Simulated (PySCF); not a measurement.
HOS, SMILES [O]S, multiplicity 2.

The structure is a stationary point at r2SCAN-D4/def2-TZVPD.

Calculation: SMD-PBE0/6-31G* (PySCF).

Solvation free energies are E(SMD) − E(gas) at the gas-phase geometry, for 1 M in both phases. In vacuum the dipole moment is 2.29 D.

Q: Rank water, n-hexane, 2-propanol by solvation free energy, most negative first.

A: 2-propanol (-3.7 kcal/mol), water (-3.5 kcal/mol), n-hexane (-2.5 kcal/mol)
